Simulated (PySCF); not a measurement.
Molfile (atoms numbered from 1):
```
C6H12SSi2
     RDKit          3D

 21 20  0  0  0  0  0  0  0  0999 V2000
   -2.6434   -0.9358   -0.4583 C   0  0  0  0  0  0  0  0  0  0  0  0
   -1.6711   -0.2228   -1.0341 C   0  0  0  0  0  0  0  0  0  0  0  0
   -0.6564   -0.8125   -1.9631 C   0  0  0  0  0  0  0  0  0  0  0  0
   -1.5427    1.2649   -0.7673 C   0  0  0  0  0  0  0  0  0  0  0  0
   -0.2521    1.6046   -0.1860 C   0  0  0  0  0  0  0  0  0  0  0  0
    0.8516    1.8229    0.2858 C   0  0  0  0  0  0  0  0  0  0  0  0
    2.5271    1.8718    0.9973 Si  0  0  0  0  0  4  0  0  0  0  0  0
    3.3014   -0.1360    1.0434 S   0  0  0  0  0  0  0  0  0  0  0  0
    1.6024   -1.1008    1.9536 Si  0  0  0  0  0  4  0  0  0  0  0  0
   -3.3631   -0.4768    0.2251 H   0  0  0  0  0  0  0  0  0  0  0  0
   -2.7503   -2.0063   -0.6531 H   0  0  0  0  0  0  0  0  0  0  0  0
    0.3630   -0.6680   -1.5684 H   0  0  0  0  0  0  0  0  0  0  0  0
   -0.8227   -1.8878   -2.1119 H   0  0  0  0  0  0  0  0  0  0  0  0
   -0.6881   -0.3154   -2.9474 H   0  0  0  0  0  0  0  0  0  0  0  0
   -2.3514    1.6045   -0.1008 H   0  0  0  0  0  0  0  0  0  0  0  0
   -1.6582    1.8219   -1.7159 H   0  0  0  0  0  0  0  0  0  0  0  0
    2.4698    2.4488    2.3709 H   0  0  0  0  0  0  0  0  0  0  0  0
    3.4616    2.6600    0.1479 H   0  0  0  0  0  0  0  0  0  0  0  0
    1.0377   -0.2375    3.0336 H   0  0  0  0  0  0  0  0  0  0  0  0
    0.5376   -1.4110    0.9582 H   0  0  0  0  0  0  0  0  0  0  0  0
    2.1234   -2.3704    2.5372 H   0  0  0  0  0  0  0  0  0  0  0  0
  1  2  2  0
  2  3  1  0
  2  4  1  0
  4  5  1  0
  5  6  3  0
  6  7  1  0
  7  8  1  0
  8  9  1  0
  1 10  1  0
  1 11  1  0
  3 12  1  0
  3 13  1  0
  3 14  1  0
  4 15  1  0
  4 16  1  0
  7 17  1  0
  7 18  1  0
  9 19  1  0
  9 20  1  0
  9 21  1  0
M  END
```

Geometry: PBE0-D3(BJ)/def2-SVP; GIAO shifts from PySCF 2.14.0 with density-fitted response routines, gas phase, non-relativistic, averaged over equivalent atoms.

At B3LYP/pcSseg-1 (234 basis functions, 88 s wall time on 1 thread of an Arm Neoverse N1, shared host):
```json
{"atoms": "C2", "δ (ppm)": "151.7"}
{"atoms": "C1", "δ (ppm)": "120.9"}
{"atoms": "C5", "δ (ppm)": "120.5"}
{"atoms": "C6", "δ (ppm)": "82.4"}
{"atoms": "C4", "δ (ppm)": "32.8"}
{"atoms": "C3", "δ (ppm)": "24.0"}
{"atoms": "Si9", "δ (ppm)": "-49.4"}
{"atoms": "Si7", "δ (ppm)": "-54.1"}
{"atoms": "S8", "δ (ppm)": "-301.6"}
{"atoms": "H10", "δ (ppm)": "5.00"}
{"atoms": "H11", "δ (ppm)": "4.99"}
{"atoms": "H17/H18", "δ (ppm)": "4.85"}
{"atoms": "H19/H20/H21", "δ (ppm)": "4.50"}
{"atoms": "H15/H16", "δ (ppm)": "2.95"}
{"atoms": "H12/H13/H14", "δ (ppm)": "2.00"}
```

Scale: 13C (σref 179.24) and 29Si (σref 337.86) and 1H (σref 31.38) against TMS; CS2 for 33S (σref 485.41) (reference shieldings calculated alike).

Problem. Predict the values at PBE0/pcSseg-1 on the same geometry.

Solution. 
| atoms | δ at PBE0/pcSseg-1 | change |
| --- | --- | --- |
| C2 | 149.8 | -1.9 |
| C1 | 122.0 | +1.1 |
| C5 | 121.9 | +1.4 |
| C6 | 83.4 | +1.0 |
| C4 | 32.3 | -0.5 |
| C3 | 23.7 | -0.3 |
| Si9 | -48.7 | +0.7 |
| Si7 | -52.4 | +1.7 |
| S8 | -316.1 | -14.5 |
| H10 | 5.13 | +0.13 |
| H11 | 5.13 | +0.14 |
| H17/H18 | 4.95 | +0.10 |
| H19/H20/H21 | 4.58 | +0.08 |
| H15/H16 | 2.96 | +0.01 |
| H12/H13/H14 | 2.01 | +0.01 |

Shifts are taken against calculated references (same method and geometry level): 13C (σref 184.41), 29Si (σref 351.99), 1H (σref 31.27) against TMS; 33S (σref 495.66) against CS2.

The largest change is at S8 (sulfur bonded to 2 Si). Cost: 234 basis functions, 99 s wall time on 1 thread of an Arm Neoverse N1, shared host. The order of the carbon signals is the same at both levels.
